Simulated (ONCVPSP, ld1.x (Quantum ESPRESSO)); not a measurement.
# Pseudopotentials across the periodic table

Generated with ld1.x 7.5 (TM, RRKJ, ultrasoft, PAW), atompaw 4.2 or ONCVPSP 4.0.1. The cutoff is in Ry: for ld1.x and atompaw files where the sum of valence levels is converged to 10 mRy in a Bessel basis, for ONCV files where the hardest occupied wave has 1 mHa per electron of residual kinetic energy. The error is the largest all-electron minus pseudo excitation energy over each file’s own four to seven test configurations (ionisations up to +4, promotions, holes and added fractions of an electron), all of which were solved. The labels leave out finer settings (local radius, basis sizes, second energies), which also bear on the numbers. Spin-polarised tests are not counted. The rows are a selection from randomly drawn settings: files with unsolved tests, undetermined cutoffs or missed reference levels are left out.

A true bound ghost makes a file unfit for plane-wave use even where its test errors are small: the radial tests pick states by their node count and pass the ghost by.

```tsv
element	potential	cutoff (Ry)	largest error (meV)	bound ghosts
S	TM, PBE, scalar-relativistic, rc 1.05/1.55/1.60 (spd), local s, core correction no, reference 3s2 3p4	80	+294	none
Mo	ONCV, PBE, scalar-relativistic, rc 2.05/1.70/1.75 (spd), local smoothed, core correction yes, reference 4s2 4p6 4d5 5s1, qcut 5.6/7.3/5.8, projectors 2/2/2	32	-4.0	none
Tc	TM, PW91, fully relativistic, rc 2.35/3.00/1.65 (spd), local s, core correction yes, reference 4d5 5s1.5 5p0	50	-990	none
Sb	TM, PBE, fully relativistic, rc 2.00/2.35/1.95 (spd), local smoothed, core correction no, reference 5s2 5p3	25	+217	d3/2, d5/2
Sb	TM, PBEsol, fully relativistic, rc 1.40/2.45/2.45 (spd), local smoothed, core correction no, reference 5s2 5p3	45	+109	s, p3/2, p1/2
Lu	ONCV, PBE, non-relativistic, rc 2.50/1.80/2.95/1.00 (spdf), local smoothed, core correction no, reference 4f14 5s2 5p6 5d1 6s1, qcut 3.7/7.4/5.7/15.3, projectors 3/2/1/2	225	+18	s
```

Problem. Fill in the row for P: ONCV, PBE, scalar-relativistic, rc 0.85/0.70 (sp), local smoothed, core correction yes, reference 2s2 2p6 3s2 3p3, qcut 15.3/23, projectors 2/2.

Solution. cutoff 341 Ry, largest error +6.4 meV, bound ghosts: none.

Problem. Fill in the row for O: ONCV, LDA (Perdew-Zunger), scalar-relativistic, rc 0.60/1.55/1.45 (spd), local s, core correction no, reference 2s2 2p2, qcut 9.1/7.4/6.5, projectors 0/2/3.

Solution. cutoff 270 Ry, largest error +411 meV, bound ghosts: none.
